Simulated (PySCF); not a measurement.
Static response to an electric field

Compound: C5H7FOSi.
Geometry (GFN2-xTB, Å), atoms numbered from 1 in this order:
```xyz
15
C5H7FOSi angstrom
C      0.073    0.544   -1.615
C     -0.671    0.262   -0.551
C     -2.127    0.621   -0.501
Si     0.014   -0.607    0.981
C      1.870   -0.943    0.724
F      2.171   -1.965   -0.123
C      2.745   -0.213    1.332
O      3.347    0.553    1.974
H     -0.335    1.039   -2.483
H      1.119    0.290   -1.666
H     -2.442    1.123   -1.414
H     -2.322    1.277    0.346
H     -2.731   -0.274   -0.367
H     -0.598   -1.927    1.164
H     -0.118    0.227    2.177
```

Level: PBE0/def2-SVPD (PySCF), static field, nuclei fixed, core orbitals frozen in the response. The polarisability tensor in these axes (au):

```
x   103.52   4.05   8.21
y     4.05  75.39  -1.93
z     8.21  -1.93  90.93
```

Q: Diagonalise the tensor; give its mean and Δα, where Δα² is half the sum of the squared differences of the eigenvalues.

A: Principal values 74.19, 87.84 and 107.81 au; mean 89.95 au = 13.33 Å³ = 14.83 × 10⁻⁴⁰ C²·m²/J; Δα = 29.29 au (33 % of the mean).

Q: What is the dipole moment, and where does it point?

A: (-1.98, 0.47, -0.45) D, 2.08 D in size, pointing from the negative to the positive side. Measured along this direction, the outermost atoms are O8 at the negative end and H11 at the positive end.

Q: Find the Langevin capture rate constant for NO+ (29.998 u) meeting this molecule (130.025 u), k = 2.342 × 10⁻⁹ cm³/s × √(α in Å³ / reduced mass in u).

A: The reduced mass is 24.37 u, so k = 1.73 × 10⁻⁹ cm³/s. The formula leaves out the permanent dipole, which adds to the capture rate.

Q: What are the principal values of the traceless quadrupole moment, Θ = ½Σq(3rr − r²1), about the centre of nuclear charge?

A: -7.38, 3.07, 4.30 D·Å. The values depend on the origin, since the dipole doesn't vanish. The electronic extent ⟨r²⟩ about the same centre is 1388 bohr², a root-mean-square distance of 2.39 Å for the 68 electrons.

Q: Estimate the molar refractivity from the static electronic polarisability.

A: Lorentz–Lorenz: R = (4π/3)N_A α = 2.5225 cm³/(mol·Å³) × 13.33 Å³ = 33.6 cm³/mol, in the limit of long wavelengths.

The structure is a single GFN2-xTB conformer in the gas phase; no vibrational or solvent corrections.
